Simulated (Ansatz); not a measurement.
Computed with Ansatz on PBE0-D4/def2-TZVP structures; ΔE is electronic, products minus reactants. CCSD(T)/CBS adds triple-zeta CCSD(T) − MP2 to the extrapolated MP2 energy (def2 sets, frozen cores). Functionals use def2-TZVPP. def2 core potentials past Kr. For Ga, Sn outer-core shells are correlated without core-valence functions, which leaves a few kJ/mol of doubt a bond. Scalar relativity is left out up to krypton. One conformer a species, not always the lowest.

`[SiH3][O][Sn][O][SiH3]` + `[OH][GaH2]` → `[SiH3][O][GaH2]` + `[OH][Sn][O][SiH3]`  (ligand exchange at the Si–O bond)

```
                 species  r2SCAN0 energy (Eh)
`[SiH3][O][Sn][O][SiH3]`           -947.45758
            `[OH][GaH2]`          -2001.84028
       `[SiH3][O][GaH2]`          -2292.55120
     `[OH][Sn][O][SiH3]`           -656.74645
```

(1) Work out ΔE.

Largest T1 diagnostic among the species: 0.016.

Answers

(1) ΔE = (-2292.55120) + (-656.74645) − (-947.45758) − (-2001.84028) = 0.00021 Eh = +0.6 kJ/mol. CCSD(T)/CBS gives +4.7 kJ/mol.

Leaving LDA and LC-ωPBE aside and taking each functional with its dispersion term where it has one, the values, not all of them listed here, spread over 4.8 kJ/mol, from B2PLYP to BHLYP-D4. In def2-TZVPP, CCSD(T) changes the Hartree–Fock value by +3.0 kJ/mol (the triples alone add +0.3 kJ/mol) and MP2 by +3.2 kJ/mol. The D4 term adds +5.9 kJ/mol with B3LYP and +3.6 kJ/mol with PBE0; it sums over pairs of atoms, weighted by their polarisabilities, and B3LYP, whose exchange is more repulsive, gets the larger term.

B3LYP here is the variant with VWN-RPA as its local correlation; programs differ in this.
